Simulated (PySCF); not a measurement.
**Cu(OH)2, doublet: structure and spectrum**

Method: PySCF, UPBE0, basis Cu def2-SVP, O def2-SVP, H def2-SVP (no relativity, density fitting).

The structure is a minimum.

```
Point group                                                                   : C2h
Bond lengths                                                                  : Cu–O 1.748 Å (×2), O–H 0.965 Å (×2)
Bond angles                                                                   : Cu–O–H 116.0° (×2), O–Cu–O 180.0°
Entropy at 298.15 K and 1 bar (electronic part: spin only)                    : 285.5 J/(mol K)
Lowest empty level (β)                                                        : -4.03 eV
Dipole moment                                                                 : 0.00 D
Highest occupied level (β)                                                    : -7.68 eV
Principal quadrupole moments (Buckingham, traceless) about the centre of mass : -11.53, 0.07, 11.46 D Å
Zero-point energy                                                             : 67.8 kJ/mol
Atomisation energy without zero-point energy                                  : 1445 kJ/mol
Enthalpy at 298.15 K above 0 K                                                : 15.09 kJ/mol
Heat capacity Cp at 298.15 K                                                  : 68.5 J/(mol K)
Rotational symmetry number                                                    : 2
Principal polarisabilities                                                    : 15.4, 18.9, 72.5 bohr³
Spin squared ⟨S²⟩                                                             : 0.757
Rotational constants                                                          : 12.22, 0.157, 0.155 cm⁻¹
```

Harmonic modes (masses in u: Cu 62.930, O 15.995, H 1.008):
| symmetry | ω (cm⁻¹) | IR (km/mol) | μ (u) |
| --- | --- | --- | --- |
| au | 112 | 1.1 | 5.53 |
| bu | 191 | 14.9 | 5.92 |
| au | 527 | 209 | 1.19 |
| ag | 600 | 0.0 | 10.78 |
| ag | 679 | 0.0 | 1.08 |
| bu | 708 | 297 | 1.25 |
| bu | 761 | 24.7 | 7.69 |
| bu | 3879 | 255 | 1.07 |
| ag | 3884 | 0.0 | 1.07 |

In C2h the vibrations span 2au + 4bu + 3ag. The ag modes carry no infrared intensity, as symmetry demands. With a centre of inversion only u modes can be infrared active and only g modes Raman active.

Charges (e):
| atom | Mulliken | Löwdin | polar tensor | spin (Mulliken) | Mayer order to Cu1 |
| --- | --- | --- | --- | --- | --- |
| Cu1 | 0.58 | 0.40 | 0.71 | 0.43 | – |
| O2,3 | -0.48 | -0.27 | -0.66 | 0.29 | 1.00 |
| H4,5 | 0.19 | 0.07 | 0.30 | -0.01 | 0.02 |
Other Mayer orders above 0.3: O–H 0.96 (×2).

Mulliken populations on Cu1: s 6.65, p 12.39, d 9.38, f 0.00.

Outer orbital energies (eV). α occupied: -11.60, -10.52, -10.51, -9.54, -9.35, -9.05, -8.36, -8.13; empty: -0.28, 2.35, 3.22, 3.43. β occupied: -11.27, -10.10, -10.08, -9.44, -9.15, -8.83, -7.88, -7.68; empty: -4.03, -0.23, 2.40, 3.17.

This need not be the most stable arrangement of these atoms. Other spin states or occupations of the open shell can lie lower.

The final relaxation and frequency run took of the order of 90 core-seconds on a shared host.
